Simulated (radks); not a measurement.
The carbon anion C4-, [Ne], held by a Watson sphere: a shell of charge +4 at radius R that stands for the Madelung well of a crystal (potential energy -4/R inside, -4/r outside, in hartree with lengths in bohr). Calculated with a radial shooting solver on a logarithmic mesh with Libxc functionals: scalar-relativistic Kohn-Sham, LDA (Slater exchange, Perdew-Wang correlation), spin-polarised, spherical densities, point nucleus. Response by self-consistent Sternheimer equations with the Hartree and adiabatic LDA kernel, the relativistic mass of each level held fixed and spin-orbit coupling left out. The sphere does not respond.

\begin{tabular}{lrrrrrrr}
R (bohr) & e(1s) (eV) & e(2s) (eV) & e(2p) (eV) & <r> 2p (bohr) & sum of <r^2> (bohr^2) & X-ray form factor at sin(theta)/lambda = 0.3 1/angstrom & alpha (bohr^3) \\ \hline
2.56 & -264.63 & -13.577 & -6.169 & 2.300 & 48.20 & 2.399 & 46.70 \\
2.68 & -264.87 & -13.171 & -5.893 & 2.368 & 50.95 & 2.393 & 53.14 \\
2.84 & -265.16 & -12.682 & -5.553 & 2.461 & 54.72 & 2.393 & 62.93 \\
3.1 & -265.53 & -12.003 & -5.063 & 2.612 & 61.16 & 2.404 & 82.20 \\
3.14 & -265.58 & -11.911 & -4.994 & 2.636 & 62.19 & 2.406 & 85.57 \\
3.22 & -265.67 & -11.734 & -4.861 & 2.683 & 64.28 & 2.411 & 92.67 \\
3.49 & -265.92 & -11.221 & -4.459 & 2.844 & 71.62 & 2.427 & 120.3 \\
3.85 & -266.15 & -10.704 & -4.017 & 3.061 & 82.17 & 2.443 & 166.9 \\
\end{tabular}
